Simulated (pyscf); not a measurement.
# Atom transfer: H₃Si–Si•(SiH₃)–SiH₃ + Cl–SiH₂–Cl -> H₃Si–Si(SiH₃)(SiH₃)–Cl + •H₂Si–Cl

Gas phase, doublet surface, charge 0. Bonds broken: Cl14–Si15. Bonds formed: Si1–Cl14. PySCF, gas phase, ωB97X-D3(BJ)/def2-SVP geometries.

Transition state (Å):

```xyz
18

Si    -0.8427     0.3502     0.9644
Si     0.5770     0.7255     2.7613
Si    -2.2603    -1.4730     1.1898
Si    -1.8265     2.2518     0.0699
H      1.5655     1.7775     2.3868
H     -0.1841     1.1789     3.9642
H      1.2929    -0.5413     3.0874
H     -3.2950    -1.2297     2.2394
H     -2.9414    -1.7214    -0.1139
H     -1.4566    -2.6711     1.5677
H     -2.5192     1.8874    -1.2001
H     -0.7658     3.2610    -0.2150
H     -2.8219     2.8448     1.0127
Cl     0.6267    -0.3298    -0.7342
Si     2.0808    -1.0137    -2.5945
Cl     3.9145    -1.6971    -1.9319
H      2.2961     0.1704    -3.4706
H      1.3968    -2.1099    -3.3337
```

One imaginary mode, 467i cm⁻¹; descent along it reached the two sides named.

```json
[
 {"bond": "Cl14–Si15", "change": "breaks", "reactant side (Å)": "2.065", "saddle": "2.458", "product side": "3.2"},
 {"bond": "Si1–Cl14", "change": "forms", "reactant side (Å)": "3.5", "saddle": "2.347", "product side": "2.107"}
]
```

Electronic energies relative to the separated reactants (eV):

```
level                   barrier  reaction energy  reverse barrier
----------------------  -------  ---------------  ---------------
ωB97X-D3(BJ)/def2-TZVP     1.06            +0.52             0.54
PBE/def2-TZVP              0.62            +0.47             0.16
r²SCAN/def2-TZVP           0.77            +0.50             0.26
B3LYP-D3(BJ)/def2-TZVP     0.73            +0.42             0.31
PBE0-D3(BJ)/def2-TZVP      0.76            +0.46             0.29
M06-2X/def2-TZVP           0.92            +0.46             0.46
ωB97M-D3(BJ)/def2-TZVP     1.00            +0.50             0.50
HF/def2-TZVP               1.73            +0.48             1.25
```

With ωB97M-D3(BJ)/def2-TZVP energies and thermal terms (ideal gas, 1 atm, RRHO with modes under 100 cm⁻¹ raised to 100, one conformer, R ln 2 for chiral ones without a mode under 150 cm⁻¹), in eV:

```csv
T (K),ΔH‡,ΔG‡,ΔH,ΔG
298,0.98,1.45,+0.46,+0.44
600,1.02,1.91,+0.48,+0.42
900,1.06,2.34,+0.48,+0.39
1200,1.09,2.77,+0.49,+0.35
```

One saddle was located; it need not be the lowest between these sides. The angle at the transferred Cl is 177°.
